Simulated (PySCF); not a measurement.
# Ru (ruthenium, neutral): UHF calculation

Configuration: [Kr] 4d8, high-spin 3F determinant (an excited configuration). All numbers are calculated (PySCF 2.14, scalar relativity through the core potential, in aug-cc-pwCVDZ-PP with ECP28MDF (6s6p5d3f, 70 functions)).

- Total energy: -93.730010 hartree
- One-electron energy: -166.3484 hartree
- Hartree (Coulomb) energy: 82.1870 hartree
- Exchange energy: -9.5686 hartree
- ⟨S²⟩: 2.0093
- ⟨L²⟩: 12.059
- Sum of ⟨r⟩: 23.32 bohr
- Sum of ⟨r²⟩: 43.43 bohr²

| shell | electrons | mean orbital energy (hartree) | spread (hartree) | rms radius, mean of both spins (bohr) |
| --- | --- | --- | --- | --- |
| 4s α | 1 | -3.38404 | 0 | 1.11 |
| 4s β | 1 | -3.26712 | 0 | 1.11 |
| 4p α | 3 | -2.11882 | 0 | 1.23 |
| 4p β | 3 | -1.96902 | 0 | 1.23 |
| 4d α | 5 | -0.29767 | 0.03667 | 2.00 |
| 4d β | 3 | -0.23620 | 0 | 2.00 |

Energies and moments cover only the electrons outside the core potential.
